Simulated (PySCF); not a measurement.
C₄H₉NSi, SMILES [Si@@H](NC)(C#C)C. Atoms are numbered in the order given.

```xyz
15

C     -0.9861     1.4387     2.0980
C     -0.7382     0.8836     1.0427
Si    -0.3710     0.0506    -0.5639
C     -1.6081    -1.3161    -0.9072
N      1.2085    -0.6493    -0.4501
C      2.4080     0.0484    -0.0259
H     -1.2060     1.9256     3.0305
H     -0.5093     1.1143    -1.6099
H     -1.5777    -2.0777    -0.1127
H     -1.3957    -1.8070    -1.8714
H     -2.6289    -0.9059    -0.9570
H      1.3878    -1.4755    -1.0126
H      2.9542     0.5487    -0.8508
H      2.1427     0.8245     0.7095
H      3.1140    -0.6371     0.4742
```
Charge 0, spin multiplicity 1.

Coordinates come from a B3LYP-D3(BJ)/def2-SVP optimisation. The structure was generated by enumeration; whether it is a known compound was not checked. The values are those of a single conformer.

Two levels are set side by side: PBE/pcSseg-1 (PySCF) and PBE0/pcSseg-1 (PySCF). GIAO shifts against NH3 (¹⁵N), TMS (²⁹Si), TMS (¹H), TMS (¹³C) at the same level; non-relativistic, no solvent, atoms listed together averaged. Differences are taken from unrounded values.

| quantity | PBE0 |
|---|---|
| δ(¹³C) of C1 (ppm) | 103.1 |
| δ(¹³C) of C2 (ppm) | 91.5 |
| δ(²⁹Si) of Si3 (ppm) | -36.6 |
| δ(¹³C) of C4 (ppm) | 0.2 |
| δ(¹⁵N) of N5 (ppm) | 21.6 |
| δ(¹³C) of C6 (ppm) | 32.8 |
| δ(¹H) of H7 (ppm) | 2.50 |
| δ(¹H) of H8 (ppm) | 5.18 |
| δ(¹H) of H12 (ppm) | -0.15 |

Q: What does PBE give, and how far is it from PBE0? (An estimate is asked for; the answer gives what the named calculation found.)

A: 
| quantity | PBE | PBE minus PBE0 |
|---|---|---|
| δ(¹³C) of C1 (ppm) | 99.1 | -4.0 |
| δ(¹³C) of C2 (ppm) | 89.7 | -1.8 |
| δ(²⁹Si) of Si3 (ppm) | -39.6 | -3.0 |
| δ(¹³C) of C4 (ppm) | 0.1 | -0.1 |
| δ(¹⁵N) of N5 (ppm) | 29.2 | 7.6 |
| δ(¹³C) of C6 (ppm) | 34.1 | 1.3 |
| δ(¹H) of H7 (ppm) | 2.38 | -0.11 |
| δ(¹H) of H8 (ppm) | 5.47 | 0.29 |
| δ(¹H) of H12 (ppm) | -0.16 | -0.01 |

Rough cost on one machine, each run with all the roots and properties that it gave: PBE0 against PBE within a factor of 2.
